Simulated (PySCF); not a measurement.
NMR data simulated for an unnamed compound:

¹H NMR (300 MHz, computed): δ 5.04 (m, 1H), 4.89 (m, 1H), 4.82 (m, 1H), 3.39 (s, 3H), 2.32 (m, 3H), 1.23 (s, 3H).

¹³C{¹H} NMR (computed): δ 174.3 (C), 108.6 (CH), 72.9 (C), 49.1 (CH3), 19.8 (CH3), 18.3 (CH3).

Single conformer, relativity neglected, in vacuum, rapidly exchanging positions averaged. σ from GIAO-PBE0/pcSseg-1; GFN2-xTB structure; PySCF 2.14.0 with density-fitted response routines.

References, each an isolated molecule treated in the same way: ¹H (σref 31.72) and ¹³C (σref 186.93) against TMS.

Q: Which of these does the molecule contain: a methoxy group, a ketone, a C≡C triple bond, an N-methyl group, a Si–H bond, a non-aromatic C=C double bond?

A: 
- A methoxy group: yes (δC 49.1; δH 3.39 (s)).
- A ketone: no.
- A C≡C triple bond: no.
- An N-methyl group: no.
- A Si–H bond: yes (δH 4.82 (m), 5.04 (m)).
- A non-aromatic C=C double bond: yes.

The data belong to `CO[C@](C)(/C=C(\C)F)[SiH2]F`, C₆H₁₂F₂OSi; they needn't prove each group on their own.

Carbon signals by region: 1 in the far downfield region (above 160 ppm), 1 in the sp2 and nitrile region (100–160 ppm), 1 at 50–100 ppm, 3 below 50 ppm. Above 160 ppm: 174.3, fully substituted alkene carbon.

Splittings by ¹⁹F in the carbon and heteronuclear signals aren't shown, as no couplings were computed. Shifts are as computed. Against solution values, carbons near 30 ppm lie about +3 ppm off and those near 130 ppm about +5 ppm. Of 1211 compounds with measured shifts, 218 miss one by over three times the rms of a fit or turn the order of signals round; such compounds aren't used in these exercises. Multiplicities follow the n + 1 count of equivalent neighbours, as no J values were calculated; m marks all less simple cases, F and P coupling included.
